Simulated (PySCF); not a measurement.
**Do core-level shifts follow atomic charges?**

H₁₁NOSi₄.
Z-matrix (Å and degrees, PBE0-D3(BJ)/def2-SVP geometry), rows numbered from 1:
```
Si
O   1  1.6622
Si  2  1.6582  1  137.28
N   3  1.7453  2  110.70  1    17.78
Si  4  1.7583  3  119.62  2  -105.02
Si  4  1.7584  3  120.77  2    73.82
H   1  1.4944  2  110.66  3    59.87
H   1  1.4887  2  108.07  3   179.97
H   1  1.4951  2  110.25  3   -60.33
H   3  1.4866  2  107.30  1   139.11
H   3  1.4917  2  109.52  1   -99.78
H   5  1.4944  4  107.43  3   168.54
H   5  1.4940  4  110.52  3    49.06
H   5  1.4942  4  112.01  3   -71.93
H   6  1.4933  4  107.52  3    -1.55
H   6  1.4936  4  110.94  3  -121.21
H   6  1.4948  4  111.38  3   118.12
```

Binding energies: PySCF 2.14.0, delta-SCF UKS SCAN, pcX-2 on the ionised atom, pcseg-1 elsewhere, spin-free X2C. Charges: PBE0/pcSseg-1 ground-state density, for the ionised atom.

```json
{"atom": "Si5", "environment": "SiH3 silicon", "Si 1s (eV)": "1847.10", "Mulliken (e)": "+0.627", "IAO (e)": "+0.718", "Hirshfeld (e)": "+0.347", "ESP (e)": "+0.415"}
{"atom": "Si1", "environment": "oxygen-bound silicon", "Si 1s (eV)": "1847.45", "Mulliken (e)": "+0.707", "IAO (e)": "+0.844", "Hirshfeld (e)": "+0.384", "ESP (e)": "+0.559"}
{"atom": "Si3", "environment": "oxygen-bound silicon", "Si 1s (eV)": "1847.62", "Mulliken (e)": "+1.005", "IAO (e)": "+1.075", "Hirshfeld (e)": "+0.421", "ESP (e)": "+0.626"}
```

**Question.** How well does each charge scheme correlate with the binding energies over these sites?

**Answer.** ESP: r = 1.00, slope 2.5 eV per e; Hirshfeld: r = 0.98, slope 7.0 eV per e; IAO: r = 0.94, slope 1.4 eV per e; Mulliken: r = 0.87, slope 1.2 eV per e. On 3 points no scheme stands out.

**Question.** The point-charge model writes a binding energy as kq + V + constant, with V the potential of the other atoms' charges at the site. What does it give with the IAO charges?

**Answer.** V = Σ 14.40 eV Å × q/r over all other atoms: -7.86 eV at Si5, -9.26 eV at Si1, -12.64 eV at Si3. Fitting binding energy − V to q gives k = 14.9 eV per e and leaves an rms residual of 0.05 eV, against 0.08 eV for the fit on q alone. The model has no term for differences in relaxation between sites.

Geometry: PBE0-D3(BJ)/def2-SVP, one conformer, isolated molecule.
